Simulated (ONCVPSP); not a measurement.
**Cu, ONCV: configuration errors across variants**

* Element: copper (Cu)
* Generator: ONCVPSP 4.0.1
* Type: optimised norm-conserving Vanderbilt (ONCV)
* Functional: PBE
* Relativity: scalar-relativistic
* Frozen core: [Ne]
* Valence charge: 19
* Reference configuration: 3s2 3p6 3d10 4s0.5 (charge +0.5)
* Partial waves: 3s+4s: rc 1.20 bohr, ncon 4, nbas 7, qcut 9.2 1/bohr, 2 projectors; 3p: rc 0.85 bohr, ncon 4, nbas 8, qcut 19.8 1/bohr, 1 projector; 3d: rc 1.30 bohr, ncon 3, nbas 7, qcut 14.1 1/bohr, 2 projectors, debl 2.1 Ha
* Local potential: polynomial inside 0.70 bohr (lpopt 4, dvloc0 3 Ha)
* Core correction: Teter function, fcfact 5.25, rcfact 1.7

All-electron excitation energies from the reference (eV): (1) 3s2 3p6 3d10 4s1 -3.164; (2) 3s2 3p6 3d10 4s0 4.986; (3) 3s2 3p6 3d9 4s0 26.319; (4) 3s2 3p6 3d9 4s2 -1.192.

3 further variants failed, have other tests or too few solved ones, and are left out.

Errors AE − PS in meV (a dash: test not solved or not reliable):

```tsv
change	(1)	(2)	(3)	(4)	bound ghosts	GHOST(+) flags above zero
base	-1.0	+0.4	+0.2	+14	none	none
all radii but the core radius scaled by about 0.78 (s 0.94, p 0.66, d 1.02 bohr); local potential polynomial inside 0.54 bohr (lpopt 4, dvloc0 3 Ha)	-1.0	+0.1	-4.3	+4.0	none	none
all radii but the core radius scaled by about 0.84 (s 1.00, p 0.72, d 1.08 bohr); local potential polynomial inside 0.58 bohr (lpopt 4, dvloc0 3 Ha)	-1.1	+0.2	-2.6	+6.3	none	none
all radii but the core radius scaled by about 0.90 (s 1.08, p 0.76, d 1.18 bohr); local potential polynomial inside 0.64 bohr (lpopt 4, dvloc0 3 Ha)	-1.1	+0.3	-0.9	+9.7	none	none
all radii but the core radius scaled by about 0.97 (s 1.16, p 0.82, d 1.26 bohr); local potential polynomial inside 0.68 bohr (lpopt 4, dvloc0 3 Ha)	-1.0	+0.3	-0.1	+12	none	none
all radii but the core radius scaled by about 1.06 (s 1.28, p 0.90, d 1.38 bohr); local potential polynomial inside 0.74 bohr (lpopt 4, dvloc0 3 Ha)	-0.9	+0.5	+1.4	+18	none	none
```

Q: Give the same row for: all radii but the core radius scaled by about 1.13 (s 1.36, p 0.96, d 1.46 bohr); local potential polynomial inside 0.78 bohr (lpopt 4, dvloc0 3 Ha).

A: -0.8, +0.6, +2.8, +23; bound ghosts: none; GHOST(+) flags above zero: none.
